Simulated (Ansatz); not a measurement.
Te₄Pb₂. The state is a singlet with charge 0. Geometry PBE-D4/def2-SVP, basis def2-TZVP, Ansatz.

Cartesian coordinates in Å:
```
Pb 0.927 0.740 -2.042
Pb 0.130 0.754 2.234
Te -1.382 1.815 -0.166
Te 0.405 -2.054 -1.410
Te -2.223 -0.513 1.079
Te 2.143 -0.742 0.305
```

```tsv
run	HOMO (eV)	LUMO (eV)
A	-4.54	-2.85
B	-4.91	-2.92
C	-5.56	-2.31
D	-5.20	-2.67
E	-5.36	-2.47
F	-4.73	-2.98
```

In the def2 sets Pb, Te take a core potential; there is no spin–orbit coupling. B3LYP takes the VWN-RPA correlation. HSE06 is defined as in plane-wave codes, on full-range PBE exchange. The structure comes from a short search, and lower isomers may exist.

Q: The runs used B3LYP, BLYP, HSE06, PBE, PBE0, r2SCAN. Estimate which is which.

A: A BLYP (0 % exact exchange); B r2SCAN (0 % exact exchange); C PBE0 (25 % exact exchange); D HSE06 (range-separated); E B3LYP (20 % exact exchange); F PBE (0 % exact exchange). Exact exchange lowers occupied and raises empty levels; among semilocal functionals meta-GGAs tend to open the gap a little, and such runs are hard to tell apart. The gap grows from 1.69 eV (BLYP) to 3.25 eV (PBE0).
